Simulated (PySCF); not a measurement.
**Gas-phase XPS of `F[C@@H]1OCOC[C@@]1(F)Cl`, computed**

C₄H₅ClF₂O₂.
Cartesian coordinates in Å at the PBE0-D3(BJ)/def2-SVP level; atoms count from 1:
```xyz
14
C4H5ClF2O2 angstrom
F      1.8750   -0.4310    0.5558
C      0.9783   -0.7392   -0.4343
O      0.8084    0.3229   -1.2816
C      0.2067    1.4467   -0.6776
O     -1.0391    1.1547   -0.1460
C     -0.9624    0.1682    0.8421
C     -0.3455   -1.0960    0.2633
F     -0.1193   -1.9891    1.2497
Cl    -1.4251   -1.8220   -0.9500
H      1.3685   -1.5886   -1.0148
H      0.0669    2.1862   -1.4744
H      0.8833    1.8421    0.1056
H     -1.9738   -0.0377    1.2162
H     -0.3192    0.4832    1.6876
```

Method: PySCF, delta-SCF UKS SCAN, pcX-2 on the ionised atom, pcseg-1 elsewhere, spin-free X2C. Binding energies are ΔSCF values: E(core-ionised, relaxed orbitals) − E(ground state) at a fixed geometry, referred to the vacuum level.

List the computed XPS lines with their assignment.

```json
{"atom(s)": "Cl9", "environment": "chlorine on a fluorinated carbon", "level": "Cl 1s", "binding energy (eV)": "2829.10", "2p1/2 (eV)": "–", "above the level's lowest (eV)": "0.00", "count": "1"}
{"atom(s)": "F8", "environment": "alkyl fluorine", "level": "F 1s", "binding energy (eV)": "693.55", "2p1/2 (eV)": "–", "above the level's lowest (eV)": "+0.41", "count": "1"}
{"atom(s)": "F1", "environment": "alkyl fluorine", "level": "F 1s", "binding energy (eV)": "693.14", "2p1/2 (eV)": "–", "above the level's lowest (eV)": "0.00", "count": "1"}
{"atom(s)": "O3", "environment": "cyclic ether oxygen", "level": "O 1s", "binding energy (eV)": "539.68", "2p1/2 (eV)": "–", "above the level's lowest (eV)": "+0.18", "count": "1"}
{"atom(s)": "O5", "environment": "cyclic ether oxygen", "level": "O 1s", "binding energy (eV)": "539.50", "2p1/2 (eV)": "–", "above the level's lowest (eV)": "0.00", "count": "1"}
{"atom(s)": "C2", "environment": "sp3 C–F carbon", "level": "C 1s", "binding energy (eV)": "295.28", "2p1/2 (eV)": "–", "above the level's lowest (eV)": "+2.10", "count": "1"}
{"atom(s)": "C7", "environment": "sp3 C–F carbon", "level": "C 1s", "binding energy (eV)": "295.02", "2p1/2 (eV)": "–", "above the level's lowest (eV)": "+1.84", "count": "1"}
{"atom(s)": "C4", "environment": "sp3 carbon bearing two oxygens", "level": "C 1s", "binding energy (eV)": "294.38", "2p1/2 (eV)": "–", "above the level's lowest (eV)": "+1.20", "count": "1"}
{"atom(s)": "C6", "environment": "sp3 carbon bound to oxygen", "level": "C 1s", "binding energy (eV)": "293.18", "2p1/2 (eV)": "–", "above the level's lowest (eV)": "0.00", "count": "1"}
{"atom(s)": "Cl9", "environment": "chlorine on a fluorinated carbon", "level": "Cl 2p3/2", "binding energy (eV)": "206.51", "2p1/2 (eV)": "208.16", "above the level's lowest (eV)": "0.00", "count": "1"}
```

The listed C 1s values span 2.10 eV, from C6 (bonded to O, C and 2 H) to C2 (bonded to F, O, C and H). Summing the Pauling electronegativity differences to the bonded atoms, each weighted by its formal bond order, gives +0.19 for the lowest site and +1.97 for the highest; the largest sum, +2.04, belongs to C7, 0.26 eV below the top.

The 2 O 1s values lie within 0.18 eV of each other; Gaussian lines of 0.5 eV full width would blend them into one maximum.

Lowest listed F 1s: F1, bonded to C. Highest, 0.41 eV above it: F8, bonded to C.

Express the binding energy of Cl 1s of Cl9 in atomic units and per mole.

2829.10 eV = 103.9675 Eh = 272967 kJ/mol.

Which photon wavelength matches the Cl 1s of Cl9 threshold?

λ = hc/E = 12398.42 eV Å / 2829.10 eV = 4.382 Å.

2p3/2 and 2p1/2 are the ΔSCF energy of one spin-free 2p hole plus the eigenvalues of a spin–orbit and ligand-field matrix of the shell. 2p1/2 minus 2p3/2 (ligand field included): Cl 1.65 eV. One conformer (not necessarily the lowest) at the PBE0-D3(BJ)/def2-SVP geometry, without solvent, vibrations or thermal averaging.
